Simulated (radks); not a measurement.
Results of a calculation; reference values are marked as such.
Ionisation of the dysprosium ion Dy3+, [Xe] 4f9, to [Xe] 4f8 as the strength of local exchange is varied. Code: a radial shooting solver on a logarithmic mesh with Libxc functionals. Model: Dirac Kohn-Sham, Slater X-alpha exchange (alpha = 2/3 is LDA exchange), no correlation, spin-unpolarised, spherical densities, point nucleus; open shells are shared between the two j in proportion to 2j + 1.

alpha  E(Dy3+) (hartree)  exchange (hartree)  IE (eV)  -e of the level emptied (eV)  <r> of it (bohr)
0.629        -12138.1371           -234.5079   41.837                31.645 (4f7/2)            0.8203
0.667        -12152.3131           -248.9771   43.088                32.780 (4f7/2)            0.8137
0.677        -12156.0465           -252.7905   43.420                33.082 (4f7/2)            0.8120
0.702        -12165.3852           -262.3341   44.257                33.843 (4f7/2)            0.8079
?            -12173.6094           -270.7447   44.999                34.521 (4f7/2)            0.8042

Which alpha was used in the last row?

Answer. alpha = 0.724. NIST Atomic Spectra Database: 41.2 eV (semi-empirical). The central value is not met in this range of alpha. Spin polarisation and multiplet splitting are left out, so open shells lie too high by an amount that depends on their filling. Sharing an open shell by 2j + 1 raises it above the true ground level by a part of the spin-orbit splitting, which enters the differences from NIST.

Beside tabulated values, note that spin-unpolarised runs miss the spin-polarisation part of the exchange energy of open shells. No tabulated value is given for the 4+ ions of Nd, Pm and Eu to Yb, where it belongs to another shell than the one emptied here.
